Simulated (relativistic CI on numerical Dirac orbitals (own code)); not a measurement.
Method of calculation: Dirac-Coulomb-Breit CI, separate exchange-only KLI orbitals for each configuration, model QED (radiative potential, 1s self-energy scaled to tabulated hydrogen-like ionisation energies), valence Slater integrals scaled by 0.85, P86 correlation estimate, and configurations built on the next ion tied to the tabulated ionisation energy (semi-empirical) (own radial code, finite nucleus).

Configuration list (outside the closed core [Xe]): 4f14 6s2, 4f14 6s 5d, 4f14 6s 6p, 4f14 5d2, 4f14 5d 6p, 4f14 6s 7s, 4f14 6s 6d, 4f14 6s 7p, 4f14 6s 7d, 4f14 6s 8s, 4f14 6s 6f, 4f14 6s 7f, 4f14 6p2, 4f13 6s 5d2, 4f14 5d 6d, 4f14 5d 5f, 4f14 6d2, 4f14 5d 7s, 4f13 6s2 5d, 4f13 6s 5d 6p, 4f14 5f2, 4f14 6s 5f, 4f14 6p 6d, 4f14 6s 8p. Levels of other configurations are missing.

Configurations that consist of the next ion and one excited electron were tied to the tabulated ionisation energy; Rydberg ones are usually within 1,000 to 3,000 cm⁻¹ and the lowest ones within about 6,000 (9,000 in d shells), while levels on excited terms of the next ion carry the error of that term, and the other configurations can be misplaced by 10,000 cm⁻¹ or more. Rates follow the energies as ν³ (E1, M1) or ν⁵ (E2), so rates, branching and lifetimes can be off by large factors. The fine structure of a lone outer electron comes out too small, for d and f at times inverted, and misplaced configurations move strength between like terms. 28 of the 29 excited levels that our extract of the measured tables holds in this range could be paired (the sources list more); they are missed by 1583 cm⁻¹ on average and 3266 at most, and levels without a partner can miss by more.

Outline of the computed level scheme of Lu II. Lowest level of each configuration: 4f14 6s2 1S_0 at 0.0000 eV; 4f14 6s 5d 3D_1 at 1.7268 eV; 4f14 6s 6p 3P°_0 at 3.3186 eV; 4f14 5d2 3F_2 at 3.6139 eV; 4f14 5d 6p 3F°_2 at 4.8760 eV; 4f13 6s 5d2 5D°_3 at 7.7049 eV; 4f13 6s2 5d 3P°_2 at 7.9616 eV; 4f14 6s 7s 3S_1 at 8.0675 eV; 4f14 6p2 3P_0 at 8.1155 eV.

Some strong electric-dipole decays among the lowest 45 levels: 4f14 6s 6p 1P°_1 → 4f14 6s2 1S_0 (4.7e+08 s⁻¹); 4f14 6s 7s 3S_1 → 4f14 6s 6p 3P°_2 (2.2e+08 s⁻¹); 4f14 6s 7s 3S_1 → 4f14 6s 6p 3P°_1 (2.2e+08 s⁻¹); 4f14 6s 7s 3S_1 → 4f14 6s 6p 3P°_0 (9.9e+07 s⁻¹); 4f14 6s 6p 3P°_2 → 4f14 6s 5d 3D_3 (1.4e+07 s⁻¹); 4f14 6s 6p 3P°_0 → 4f14 6s 5d 3D_1 (9.5e+06 s⁻¹); 4f14 6s 6p 3P°_1 → 4f14 6s2 1S_0 (9.5e+06 s⁻¹); 4f14 6s 6p 1P°_1 → 4f14 6s 5d 3D_2 (7.6e+06 s⁻¹).

Rates of lines that live on the mixing of spin multiplicities can be off by large factors.

LS names give the leading component of a level, which can be under half, so a name can repeat, a term be missing and a line seem to break the LS rules.
